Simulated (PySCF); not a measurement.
Two species compared at the same levels of theory.

First species: C₆H₅F.
Numbering: `[CH:1]#[C:2][C@@H:3]1[C:4](=[CH2:5])[C@H:6]1[F:7]` (hydrogens: H8 on C1; H9 on C3; H10, H11 on C5; H12 on C6)

Second species: C6H5F.
InChI=1S/C6H5F/c1-2-5-3-4-6(5)7/h1,3,6H,4H2/t6-/m1/s1

Levels: PBE0/def2-SVPD for dipole moment, HOMO energy, LUMO energy, HOMO–LUMO gap, static isotropic polarisability and electronic spatial extent ⟨r²⟩ about the centre of nuclear charge; TDDFT PBE0/def2-SVPD for lowest singlet excitation; TDA PBE0/def2-SVPD for lowest triplet excitation (Tamm–Dancoff); GFN2-xTB for rotational constant A and rotational constant C. Geometries: GFN2-xTB. Each species is one conformer at its optimised geometry, gas phase, non-relativistic unless stated. Electronic properties by PySCF.

Values for the first species:

```
Dipole moment                                                     : 1.48 D
HOMO energy                                                       : -7.68 eV
LUMO energy                                                       : -0.88 eV
HOMO–LUMO gap                                                     : 6.80 eV
Lowest singlet excitation                                         : 5.48 eV
Lowest triplet excitation (Tamm–Dancoff)                          : 4.24 eV
Static isotropic polarisability                                   : 69.5 au
Electronic spatial extent ⟨r²⟩ about the centre of nuclear charge : 793 bohr²
Rotational constant A                                             : 4.069 GHz
Rotational constant C                                             : 1.449 GHz
```

(1) Estimate the same properties for the second species, and the change in each.

Results:

(1) 
```tsv
property	first	second	second less first
dipole moment	1.48 D	1.96 D	+0.48 D
HOMO energy	-7.68 eV	-7.23 eV	+0.45 eV
LUMO energy	-0.88 eV	-1.21 eV	-0.33 eV
HOMO–LUMO gap	6.80 eV	6.02 eV	-0.78 eV
lowest singlet excitation	5.48 eV	5.20 eV	-0.28 eV
lowest triplet excitation (Tamm–Dancoff)	4.24 eV	3.32 eV	-0.92 eV
static isotropic polarisability	69.5 au	70.6 au	+1.1 au
electronic spatial extent ⟨r²⟩ about the centre of nuclear charge	793 bohr²	744 bohr²	-49 bohr²
rotational constant A	4.069 GHz	4.928 GHz	+0.859 GHz
rotational constant C	1.449 GHz	1.557 GHz	+0.108 GHz
```

On the first: In wavenumbers S1 is 44200 cm⁻¹ (1 eV = 8065.54 cm⁻¹). The vertical singlet–triplet gap S1 − T1 is 1.24 eV (TDDFT singlet less Tamm–Dancoff triplet; S1: HOMO→LUMO, weight 0.96; T1: HOMO−2→LUMO, weight 0.94).

On the second: The polarisability is 10.46 Å³ as a volume (1 au = 0.148185 Å³), or 1.41 au for each of the 50 electrons. S1 lies 0.82 eV below the HOMO–LUMO gap; its leading configuration is HOMO−1→LUMO, weight 0.97.
